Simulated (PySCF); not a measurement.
Estimate the missing entries of this data sheet.

Species: C₇H₁₁N.
SMILES: `C=N[C@@]12CCC[C@@H]1C2`

```csv
property,level,value
point group of the GFN2-xTB geometry,GFN2-xTB,C1
"rotational constants A, B, C of the GFN2-xTB geometry",GFN2-xTB,?
dipole moment,PBE0/def2-SVPD,?
HOMO energy,PBE0/def2-SVPD,-6.91 eV
LUMO energy,PBE0/def2-SVPD,?
lowest singlet excitation,TDDFT PBE0/def2-SVPD,"4.86 eV (255 nm, f = 0.003)"
strongest line among the 6 lowest singlet transitions,TDDFT PBE0/def2-SVPD,?
lowest triplet excitation (Tamm–Dancoff),TDA PBE0/def2-SVPD,4.04 eV
static isotropic polarisability,PBE0/def2-SVPD,86.6 au
electronic spatial extent ⟨r²⟩ about the centre of nuclear charge,PBE0/def2-SVPD,922 bohr²
13C chemical shifts (computed TMS as zero) by class,GIAO PBE0/pcSseg-1,?
1H chemical shifts (computed TMS as zero) by class,GIAO PBE0/pcSseg-1,"7.67 (1 H), 7.27 (1 H), 1.96 (1 H), 1.96 (1 H), 1.78 (1 H), 1.76 (1 H), 1.75 (1 H), 1.59 (1 H), 1.42 (1 H), 1.35 (1 H), 0.98 (1 H) ppm"
"isotropic shieldings of nuclei other than C and H, by class",GIAO PBE0/pcSseg-1,-150 (1 N) ppm
```

Electronic properties: PySCF, gas phase, density fitting.

(1) Give the 13C chemical shifts (computed TMS as zero) by class.

(2) The strongest line among the 6 lowest singlet transitions?

(3) The LUMO energy?

(4) Give the dipole moment.

(5) The rotational constants A, B, C of the GFN2-xTB geometry?

## Answers

(1) 148.1 (1 C), 58.8 (1 C), 35.2 (1 C), 29.9 (1 C), 27.9 (1 C), 24.1 (1 C), 23.3 (1 C) ppm.

(2) S2 at 6.37 eV (195 nm, f = 0.354).

(3) -0.15 eV.

(4) 1.48 D.

(5) 3.958, 1.759, 1.470 GHz.

The polarisability is 12.84 Å³ as a volume (1 au = 0.148185 Å³), or 1.44 au for each of the 60 electrons. A dipole of 1.48 D is allowed in C1, and pure rotational transitions are dipole-allowed. The 6 singlets span 4.86 to 7.23 eV, and their oscillator strengths add up to 0.43.

For the TDDFT job (PBE0/def2-SVPD), time: 30 s; peak memory 1.0 GiB. Hardware: one thread of an AMD EPYC 9R14, shared host with 96 logical CPUs at a one-minute load of 31.

One conformer stands for the species.
